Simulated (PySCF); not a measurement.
H2O4W, triplet, geometry from GFN2-xTB (such geometries of metal compounds can be far from the true shape) (the multiplicity is a formal guess) (core potentials on W); PySCF with DF-B3LYP/def2-SVP.

Input for PySCF:
```python
from pyscf import gto, scf, dft

mol = gto.Mole()
mol.atom = '''
    W     0.04240221   -0.00034797    0.00654736
    O     1.47055553   -0.30402974   -0.94192485
    O     1.12265489    0.28274869    1.34234469
    O    -1.11938128   -0.73181555   -1.23736704
    H    -1.49000579   -1.16229196   -2.01588576
    O    -1.42857411    0.75272522    0.84393507
    H    -2.00979798    1.19101292    1.47547807
'''
mol.basis = 'def2-svp'
mol.ecp = {'W': 'def2-svp'}
mol.spin = 2
mol.verbose = 3
mol.build()

mf = dft.UKS(mol)
mf.xc = 'b3lyp'
mf.grids.prune = dft.gen_grid.sg1_prune
mf = mf.density_fit(auxbasis='def2-universal-jkfit')
mf.kernel()
```

It wrote (shortened):

```
Traceback (most recent call last):
  File "input.py", line 23, in <module>
  File "<string>", line 2, in kernel
  File "site-packages/pyscf/scf/hf.py", line 2099, in scf
  File "site-packages/pyscf/scf/hf.py", line 132, in kernel
  File "site-packages/pyscf/dft/uks.py", line 42, in get_veff
  File "site-packages/pyscf/dft/uks.py", line 192, in initialize_grids
  File "site-packages/pyscf/dft/rks.py", line 506, in initialize_grids
  File "site-packages/pyscf/dft/gen_grid.py", line 653, in build
  File "<string>", line 6, in gen_atomic_grids
  File "site-packages/pyscf/dft/gen_grid.py", line 318, in gen_atomic_grids
  File "site-packages/pyscf/dft/gen_grid.py", line 81, in sg1_prune
IndexError: index 74 is out of bounds for axis 0 with size 19
```

The program stopped with an error.
